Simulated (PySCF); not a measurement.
# Nickel: a sound run and one with changed settings

Sound run: Ni [Ar] 3d8 4s2, Ni⁺ [Ar] 3d9. Calculation: PySCF 2.14, in x2c-SVPall; the spin-free X2C one-electron Hamiltonian (Gaussian nucleus). The sound run starts from symmetry-adapted Hartree-Fock orbitals and uses a fine grid where one is needed.

A second run was set up differently.

```csv
species,method,sound run (hartree),changed run (hartree),converged
Ni,UHF,-1518.83277,-1518.83277,yes
Ni,MN15,-1521.12366,-1521.42177,yes
Ni,PBE0,-1520.05441,-1520.10351,yes
Ni⁺,UHF,-1518.53264,-1518.53264,yes
Ni⁺,MN15,-1520.88186,-1521.17883,yes
Ni⁺,PBE0,-1519.77255,-1519.82317,yes
```

Ionisation energy of Ni:

```csv
method,sound run (eV),changed run (eV)
UHF,8.167,8.167
MN15,6.580,6.611
PBE0,7.670,7.629
```

(1) What was changed?
A. level shift left on
B. too few SCF iterations
C. basis contracted for another Hamiltonian
D. radial grid too coarse

Answers

(1) D. It used radial step 0.5 in ln r (0.13 in the sound run). A coarse radial grid mis-integrates the density and the exchange-correlation energy, with errors of either sign; Hartree-Fock needs no grid.
